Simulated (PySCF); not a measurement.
## Os: excitation energy

Os [Xe] 4f14 5d6 6s2 (5D) → Os [Xe] 4f14 5d8 (3F), as a difference of total energies. Calculation: PySCF 2.14, in ANO-RCC-VTZP (8s7p5d3f2g1h, 104 functions); scalar relativity by spin-free X2C-1e. Correlated levels: valence: [Xe] 4f14 frozen. The calculations carry no spin-orbit coupling.

```
           method  excitation energy (eV)
              UHF                   4.049
              LDA                   2.908
              PBE                   2.956
             PBE0                   3.013
           r2SCAN                   3.338
    MP2 (valence)                   3.149
SCS-MP2 (valence)                   2.872
```

Question: How much does correlation contribute at MP2 (valence)?

Answer: 3.149 − (4.049) = -0.900 eV, measured against UHF.

A first-order spin-orbit estimate (lowest level to lowest level, LS coupling) adds -0.134 eV.
